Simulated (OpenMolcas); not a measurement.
**Rh⁷⁺: the spin-orbit constant, worked from levels**

```json
{"Program": "OpenMolcas", "Basis": "ANO-R2 [7s5p4d2f1g]", "Scalar Hamiltonian": "X2C, finite nucleus", "Active space": "2 electrons in 10 orbitals (4d 5d)", "State averaging": "2S+1 = 3 even, 10 roots; 2S+1 = 1 even, 15 roots", "Spin-orbit coupling": "state interaction with AMFI integrals over the reference wave functions, term energies averaged over their components"}
```

Methods: CASSCF; SS-CASPT2, IPEA 0.25 Eh, imaginary shift 0.1 Eh (closed shells correlated: 4s 4p).

**The spin-orbit constant.** For the Hund term 3F of d2, E(J) = (A/2) J(J+1) + constant and ζ = 2S·A = 2A. From J = 2 to J = 4 the energy changes by 7 A.

```json
{"Source": "CASSCF", "E(4) - E(2)": "7155.8", "A": "1022.3", "ζ": "2045"}
{"Source": "SS-CASPT2", "E(4) - E(2)": "7220.1", "A": "1031.4", "ζ": "2063"}
```

All in cm-1. Both methods take the spin-orbit matrix elements from the reference wave functions, so the second can move ζ only through the term energies and any multistate remixing. Second-order mixing with other terms is absorbed into this ζ.

CASPT2 does not keep the components of a term degenerate, so their means are used; among the terms shown or strongly mixed into the levels shown the widest spread is 610 cm-1 (4d2 3F, SS-CASPT2). Active for correlation alone: 5d; no level in the range computed is led by a configuration that fills it, so any true level of that kind is missing. Without dynamic correlation excited terms often stand tens of per cent too high (terms of higher spin than the ground term too low), and those without a measured partner can miss by more than the paired ones (holds for CASSCF). Levels of configurations outside the active space are missing.
